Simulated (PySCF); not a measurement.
## Au⁶⁸⁺: ionisation energy

Au⁶⁸⁺ [Ne] 3s1 [3s1/2^1, M_J = 1/2] → Au⁶⁹⁺ [Ne], as a difference of total energies. All numbers are calculated (PySCF 2.14, the two-component X2C-1e Hamiltonian, in an even-tempered Gaussian basis (17 s from 24 bohr⁻², ratio 2.4; 14 p from 31 bohr⁻², ratio 2.4; 4 d from 99 bohr⁻², ratio 2.6; 4 f from 150 bohr⁻², ratio 2.6)). Correlated levels: 1s2 frozen; the 46 highest virtual spinors dropped. "Screened" scales the spin-orbit matrix elements by Boettger's factors to mimic the two-electron term; Breit and QED terms are absent.

```
                    method  ionisation energy (eV)
           GHF (spin-free)                  8363.9
          GMP2 (spin-free)                  8364.7
 GHF (screened spin-orbit)                  8362.9
GMP2 (screened spin-orbit)                  8363.7
```

Breit and QED terms and the two-electron picture change are absent.

For comparison: 8360 ± 50 eV (theoretical estimate listed by NIST; NIST Atomic Spectra Database, ionization energies).
